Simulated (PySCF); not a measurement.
## Correlation energy of He (helium, neutral)

1s2, closed-shell 1S. Calculation: PySCF 2.14, in cc-pVDZ (2s1p, 5 functions); the non-relativistic Hamiltonian (point nucleus). Frozen: nothing; 2 electrons correlated.

Total MP2 correlation energy: -25.83 mhartree.

Same-spin part 0.00 and opposite-spin part -25.83 mhartree; SCS-MP2 scales them by 1/3 and 6/5 to -30.99 mhartree.

With two correlated electrons CCSD is exact within the correlated space (frozen core and kept virtual orbitals).

```
level  correlation energy (mhartree)
 CCSD                         -32.43
```

Diagnostics: T1 = 0.00055, D1 = 0.0008, largest double amplitude 0.065.

Cost of the coupled-cluster step: 0.03 s of wall time on 1 thread of Neoverse-V1 (shared host), for 2 correlated electrons.
